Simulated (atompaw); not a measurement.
# Reading a pseudo-wave (Sc (Z = 21))

Columns: radius, all-electron u(r) and pseudo u(r) of the 3d shell (level -6.45 eV) of scandium in the configuration [Ar] 3d1 4s1.5 4p0; PBEsol, scalar-relativistic, PAW (atompaw) scheme, atompaw 4.2.0.5.

| r (bohr) | all-electron | pseudo |
| --- | --- | --- |
| 0.115 | 0.0338 | 0.0001 |
| 0.231 | 0.1477 | 0.0006 |
| 0.346 | 0.2909 | 0.0022 |
| 0.462 | 0.4271 | 0.0051 |
| 0.577 | 0.5377 | 0.0100 |
| 0.692 | 0.6209 | 0.0171 |
| 0.808 | 0.6774 | 0.0270 |
| 0.923 | 0.7101 | 0.0399 |
| 1.038 | 0.7242 | 0.0561 |
| 1.154 | 0.7244 | 0.0760 |
| 1.269 | 0.7144 | 0.0995 |
| 1.385 | 0.6971 | 0.1267 |
| 1.500 | 0.6751 | 0.1571 |
| 1.615 | 0.6500 | 0.1903 |
| 1.731 | 0.6228 | 0.2259 |
| 1.846 | 0.5950 | 0.2622 |
| 1.962 | 0.5668 | 0.2983 |
| 2.077 | 0.5392 | 0.3320 |
| 2.192 | 0.5123 | 0.3614 |
| 2.308 | 0.4861 | 0.3849 |
| 2.423 | 0.4612 | 0.3999 |
| 2.538 | 0.4373 | 0.4056 |
| 2.654 | 0.4143 | 0.4016 |
| 2.769 | 0.3926 | 0.3893 |
| 2.885 | 0.3717 | 0.3714 |
| 3.000 | 0.3518 | 0.3518 |

(1) How many radial nodes do the two functions have?

(2) Where does each function peak?

(3) Is the pseudo-wave norm-conserving?

## Answers

(1) The all-electron 3d function has n − l − 1 = 0; the pseudo-wave has 0.

(2) Outermost all-electron maximum near 1.15 bohr, pseudo maximum near 2.54 bohr (to the table’s step).

(3) No, it belongs to a PAW set: the norm inside the radius is not constrained, and the difference is carried by the augmentation charge.
